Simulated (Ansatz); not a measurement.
Reaction (redistribution): `C[O][GaH][SH]` + `COB(Br)OC` → `C[O][GaH][O]C` + `COB(S)Br`

Gas-phase electronic energies from Ansatz, PBE0-D4/def2-TZVP geometries. CBS: MP2 limit from def2 TZ/QZ plus the TZ coupled-cluster correction, frozen cores. For Br, Ga outer-core shells are correlated without core-valence functions, which leaves a few kJ/mol of doubt a bond. Scalar relativity is left out up to krypton. One conformer a species, not always the lowest.

`C[O][GaH][SH]`:

Cartesian coordinates in Å:
```
C 0.064 -1.328 0.200
O 0.588 -0.505 -0.807
Ga 0.375 1.261 -0.872
S -0.789 2.211 0.735
H -1.032 -1.289 0.244
H 0.351 -2.362 -0.012
H 0.454 -1.073 1.194
H 1.016 2.033 -2.050
H -1.027 1.051 1.370
```

`COB(Br)OC`:

Z-matrix (Å, degrees):
```
C
O 1 1.419
H 1 1.092 2 111.0
H 1 1.092 2 110.9 3 121.0
H 1 1.089 2 107.2 3 -119.5
B 2 1.344 1 120.1 3 -60.2
O 6 1.347 2 121.4 1 0.0
Br 6 1.940 2 116.7 1 -180.0
C 7 1.414 6 124.4 2 180.0
H 9 1.092 7 111.0 6 60.2
H 9 1.090 7 107.2 6 179.7
H 9 1.092 7 110.9 6 -60.9
```

`C[O][GaH][O]C`:

```xyz
12

C    -1.534    0.195    1.841
O    -1.925    0.266    0.489
Ga   -0.781    0.121   -0.853
O     0.900   -0.123   -0.316
C     1.985   -0.267   -1.193
H    -2.061   -0.630    2.333
H    -0.457    0.038    1.968
H    -1.808    1.124    2.352
H    -1.219    0.201   -2.333
H     1.701   -0.209   -2.253
H     2.725    0.519   -1.004
H     2.472   -1.235   -1.032
```

`COB(S)Br`:

Z-matrix (Å, degrees):
```
C
O 1 1.418
H 1 1.093 2 110.7
H 1 1.093 2 110.7 3 -121.3
H 1 1.089 2 107.4 3 119.3
B 2 1.338 1 122.1 3 60.7
Br 6 1.928 2 116.9 1 -179.9
S 6 1.812 2 121.7 1 0.0
H 8 1.340 6 95.8 2 180.0
```

| species | CCSD(T)/CBS(def2) energy (Eh) |
| --- | --- |
| `C[O][GaH][SH]` | -2437.99512 |
| `COB(Br)OC` | -2828.29830 |
| `C[O][GaH][O]C` | -2154.62574 |
| `COB(S)Br` | -3111.62868 |

(1) Work out ΔE.

(2) What do rigid-rotor, harmonic-oscillator terms from PBE0-D4/def2-TZVP frequencies (298.15 K, 1 bar) make of the CCSD(T)/CBS value? (An estimate is asked.)

Largest T1 diagnostic among the species: 0.014.

Results:

(1) ΔE = (-2154.62574) + (-3111.62868) − (-2437.99512) − (-2828.29830) = 0.03900 Eh = +102.4 kJ/mol.

(2) Ansatz gave: ΔZPE = -2.5 kJ/mol, ΔH = +100.1 kJ/mol, ΔS = 2 J/(mol·K), ΔG = +99.6 kJ/mol.

Leaving LDA and LC-ωPBE aside and taking each functional with its dispersion term where it has one, the values, not all of them listed here, spread over 16.5 kJ/mol, from revPBE-D4 to BHLYP-D4. LDA lies +6.3 kJ/mol from PBE without D4. From BLYP to BHLYP (50 % exact exchange), in def2-TZVPP and without D4, ΔE moves by +12.6 kJ/mol. In def2-TZVPP, CCSD(T) changes the Hartree–Fock value by −17.1 kJ/mol (the triples alone add −2.7 kJ/mol) and MP2 by −21.1 kJ/mol.
